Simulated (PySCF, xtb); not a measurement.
CH₃, SMILES [CH3+], charge +1.

GFN2-xTB in xtb at its own geometry gives an orbital gap of 2.24 eV.

The structure is a stationary point at ωB97X-D3(BJ)/def2-TZVPD.

**Question.** What does CAM-B3LYP/def2-TZVPD in PySCF give? (Estimate from the structure and the level; the computed values follow.)

**Answer.** gap 11.60 eV (levels -23.20 and -11.59 eV).
